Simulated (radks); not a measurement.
Task: Species: As V. Configuration: [Ar] 3d10 4d1 (not the ground configuration). Method: scalar-relativistic Kohn-Sham, LDA (Slater exchange, VWN5 correlation), spin-polarised, spherical densities, finite nucleus; open shells are filled with parallel spins first; Fermi nuclear charge, rms radius 4.0968 fm; computed with a radial shooting solver on a logarithmic mesh with Libxc functionals. Some entries of the table are withheld. Estimate them.

orbital  occ.  eigenvalue (hartree)  <r^2> (bohr^2)  <1/r> (bohr^-1)
1s up       1             -431.9977        0.002793            33.42
1s down     1             -431.9977        0.002793            33.42
2s up       1             -56.57498         0.04863            7.357
2s down     1             -56.57226         0.04863            7.357
2p up       3             -49.91606         0.03852            7.217
2p down     3             -49.91396         0.03851            7.217
3s up       1              -8.98222             (1)            2.385
3s down     1              -8.97960             (2)            2.385
3p up       3              -6.91915          0.4458            2.236
3p down     3              -6.91627          0.4455            2.236
3d up       5              -3.50454          0.5518            1.930
3d down     5              -3.49973          0.5483            1.932
4d up       1                   (3)           6.862              (4)
4d down     0                   (5)           7.040              (6)

Result: 
(1) 3s up <r^2> (bohr^2): 0.4130
(2) 3s down <r^2> (bohr^2): 0.4129
(3) 4d up eigenvalue (hartree): -1.11367
(4) 4d up <1/r> (bohr^-1): 0.5334
(5) 4d down eigenvalue (hartree): -1.05523
(6) 4d down <1/r> (bohr^-1): 0.5299
